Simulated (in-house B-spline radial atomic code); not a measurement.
Radial electron density of Pb2+, [Xe] 4f14 5d9 5f1 6s2. Level of theory: Dirac-Hartree-Fock, average of configuration, Fermi nucleus of rms radius 5.5012 fm, inside a hard spherical wall at 6.89 bohr; calculated with a B-spline radial code for spherical atoms.

Columns: r (bohr), 4πr²n(r) (electrons per bohr), bar.

```
0.000469    4.069 #
0.000583    5.688 ##
0.000726    7.924 ##
0.000902    10.93 ###
 0.00112    14.94 ####
  0.0014    20.44 ######
 0.00174     27.4 ########
 0.00216    36.19 ##########
 0.00268    46.97 ##############
 0.00334       60 #################
 0.00415    74.43 #####################
 0.00516    89.51 ##########################
 0.00642    103.6 ##############################
 0.00799    114.5 #################################
 0.00993    120.1 ###################################
  0.0124    119.2 ##################################
  0.0154    113.4 #################################
  0.0191    107.3 ###############################
  0.0238    107.7 ###############################
  0.0296    119.1 ##################################
  0.0368    138.3 ########################################
  0.0457    152.8 ############################################
  0.0569    149.9 ###########################################
  0.0707    132.5 ######################################
  0.0879    121.6 ###################################
   0.109      132 ######################################
   0.136    145.3 ##########################################
   0.169      129 #####################################
    0.21    93.99 ###########################
   0.262    82.55 ########################
   0.325     95.5 ############################
   0.405     91.1 ##########################
   0.503     61.4 ##################
   0.626     35.7 ##########
   0.778    26.54 ########
   0.968    22.08 ######
     1.2    15.36 ####
     1.5    8.523 ##
    1.86    4.307 #
    2.32    2.003 #
    2.88   0.9144 
    3.58   0.4823 
    4.45   0.3054 
    5.54   0.1198 
    6.82 0.0003564
```

On this grid the curve has 4 maxima, near 0.00993, 0.0457, 0.136, 0.325 bohr.

The 5f5/2 radial function P(r) = rR(r), positive near the nucleus, with its small component Q(r) (sign convention: Q ≈ (P' + κP/r)/2c):

| r (bohr) | P | Q |
| --- | --- | --- |
| 0.0368 | 0.001101 | 0.0006475 |
| 0.0569 | 0.004206 | 0.001553 |
| 0.0879 | 0.01369 | 0.003069 |
| 0.136 | 0.03567 | 0.004622 |
| 0.21 | 0.06755 | 0.004698 |
| 0.325 | 0.08109 | 0.002445 |
| 0.503 | 0.03612 | -0.0005253 |
| 0.778 | -0.06722 | -0.002233 |
| 1.2 | -0.19 | -0.002616 |
| 1.86 | -0.3317 | -0.002684 |
| 2.88 | -0.5083 | -0.002403 |
| 4.45 | -0.5309 | -0.0009217 |
| 6.82 | -0.01885 | 0.000952 |
